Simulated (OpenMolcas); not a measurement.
**P: Slater's ratio, thermal populations, worked from levels**

```
Program             : OpenMolcas 26.06
Basis               : ANO-L-VTZP [5s4p2d1f]
Scalar Hamiltonian  : non-relativistic, point nucleus
Active space        : 5 electrons in 4 orbitals (3s 3p)
State averaging     : 2S+1 = 4 odd, 1 root; 2S+1 = 2 odd, 8 roots; 2S+1 = 4 even, 3 roots
Spin-orbit coupling : RASSI with atomic mean-field integrals over the reference wave functions, term energies averaged over their components
```

Methods: CASSCF; SS-CASPT2, IPEA 0.25 Eh, imaginary shift 0.1 Eh (closed shells correlated: 2s 2p). Measured levels: NIST Handbook of Basic Atomic Spectroscopic Data.

**Slater's ratio.** With one set of orbitals, p3 has ²D° - ⁴S° = 9 F2 and ²P° - ²D° = 6 F2 (F2 = F²/25), a ratio of 2/3. Term energies are centres of gravity, weighted by 2J + 1.

| Source | ²D° - ⁴S° | ²P° - ⁴S° | F2 from the first | Ratio |
| --- | --- | --- | --- | --- |
| CASSCF | 15384 | 20741 | 1709 | 0.348 |
| SS-CASPT2 | 12155 | 19278 | 1351 | 0.586 |
| measured | 11370 | 18740 | 1263 | 0.648 |

Energies in cm-1. A ratio away from 2/3 shows effects beyond one configuration with one set of orbitals, and in heavier atoms second-order spin-orbit shifts. In CASSCF the valence s occupation is 1.95 in ²P° against 2.00 in ²D°: mixing out of s² acts most on ²P° and pulls it down.

**Thermal populations.** Z = Σ (2J + 1) exp(-E/kT) with k = 0.695035 cm-1/K, over the levels below. No other level of either list lies under 55900 cm-1, which is above 7 kT at each temperature.

| Level | 2J + 1 | SS-CASPT2 | measured |
| --- | --- | --- | --- |
| 3s² 3p³ ⁴S°_3/2 | 4 | 0.0 | 0.0 |
| 3s² 3p³ ²D°_3/2 | 4 | 12150 | 11361 |
| 3s² 3p³ ²D°_5/2 | 6 | 12160 | 11377 |
| 3s² 3p³ ²P°_1/2 | 2 | 19280 | 18723 |
| 3s² 3p³ ²P°_3/2 | 4 | 19280 | 18748 |

```csv
T (K),"Z, SS-CASPT2","Z, measured levels","Ground level (%), SS-CASPT2","Ground level (%), measured levels"
5000,4.326,4.407,92.5,90.8
8000,5.311,5.500,75.3,72.7
```

At 8000 K, kT = 5560 cm-1, and the computed levels give Z = 4.000 + 0.450 + 0.674 + 0.062 + 0.125 = 5.311.

CASPT2 does not keep the components of a term degenerate, so their means are used; among the terms shown or strongly mixed into the levels shown the widest spread is 200 cm-1 (3s² 3p³ ²D°, SS-CASPT2). Without dynamic correlation excited terms often stand tens of per cent too high (terms of higher spin than the ground term too low), and those without a measured partner can miss by more than the paired ones (holds for CASSCF). Computed and measured levels are paired by configuration, term and J; levels that our copy of the source lacks, or whose pairing is in doubt (as where it misses far off the trend of its configuration), stay unpaired and out of the deviations. Levels of configurations outside the active space are missing.

° marks odd parity.
